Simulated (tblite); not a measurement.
Compound: C₆H₅FSi.
Cartesian coordinates in Å at the GFN2-xTB level; atoms count from 1:
```
atom  x, y, z in Å
C1     3.5987    0.5025   -0.1302
C2     2.4003    0.4145   -0.1114
C3     1.0013    0.2811   -0.0729
C4     0.3535   -0.8792    0.0747
F5     1.0777   -2.0240    0.1907
Si6   -1.5201   -1.1423    0.1610
C7    -2.2492    0.5494   -0.0001
C8    -2.7463    1.6386   -0.1100
H9     4.6436    0.5904   -0.1506
H10    0.4149    1.1840   -0.1658
H11   -1.8586   -1.7262    1.4623
H12   -1.9480   -1.9845   -0.9597
H13   -3.1721    2.5964   -0.2058
```

Method: GFN2-xTB as coded in tblite; computed harmonic values from a numerical Hessian at the method's own geometry, unscaled. Errors from tens to a few hundred cm⁻¹ against measured bands are possible. Modes of hydrogen on silicon can be 10 to 20 % off. One conformer, not necessarily the lowest.

Harmonic wavenumbers (cm⁻¹): 33.7, 67.0, 104.9, 123.4, 212.7, 214.6, 290.2, 307.3, 323.6, 435.9, 461.7, 497.3, 562.4, 632.1, 643.9, 647.2, 683.2, 685.5, 724.3, 769.0, 794.1, 818.8, 1030.5, 1081.5, 1242.1, 1624.6, 2210.5, 2236.4, 2244.4, 2248.5, 3071.2, 3353.3, 3398.4.

A = 2947, B = 971.6, C = 737.1 MHz; mass 124.014 u (most abundant isotopes); point group Cs, symmetry number 1.

**Question.** Zero-point energy?

**Answer.** Half the sum of the wavenumbers: 16887 cm⁻¹ = 202.02 kJ/mol.

**Question.** Give the ideal-gas entropy at 298.15 K and 1 bar in the rigid-rotor, harmonic-oscillator model (classical rotation).

**Answer.** Translation 168.97, rotation 123.06, vibration 125.98: S = 418.0 J/(mol K).

**Question.** And Cp and H(298.15 K) − H(0)?

**Answer.** Cp = 157.76 J/(mol K), of which vibrations give 124.50 (their classical limit is 33 R = 274.4); H(298.15 K) − H(0) = 29.38 kJ/mol without the zero-point energy, 19.47 from vibrations.

**Question.** Which modes carry the vibrational entropy at 298.15 K?

**Answer.** 33.7 cm⁻¹: 23.43; 67.0 cm⁻¹: 17.74; 104.9 cm⁻¹: 14.06; 123.4 cm⁻¹: 12.75; 212.7 cm⁻¹: 8.45; 214.6 cm⁻¹: 8.39 J/(mol K); the other 27 give 41.17 together.

**Question.** How do the functions run with temperature in this model?

**Answer.** 
```tsv
T (K)	S (J/(mol K))	Cp (J/(mol K))	H − H(0) (kJ/mol)	G − H(0) (kJ/mol)	ln q(vib)
50	248.7	56.0	2.17	-10.27	0.72
100	294.5	78.4	5.53	-23.91	2.01
373.15	455.7	178.1	42.01	-128.04	9.25
500	511.5	202.9	66.27	-189.48	12.39
750	600.1	233.8	121.19	-328.92	17.93
1000	670.3	253.6	182.28	-488.03	22.73
```

q(vib) and H(0) count from the zero-point level.

**Question.** Blend soft modes into free rotors: weight 1/[1 + (100 cm⁻¹/ν̃)⁴] for the oscillator and the rest for a rotor with moment μB/(μ + B), μ = h/(8π²ν), B = 10⁻⁴⁴ kg m². What vibrational entropy results?

**Answer.** 114.23 J/(mol K) in place of 125.98, which changes −T·S at 298.15 K by +3.50 kJ/mol.

Hindered rotation and anharmonicity are outside this model. Other conformers, if any are populated, would add a mixing term that is left out.
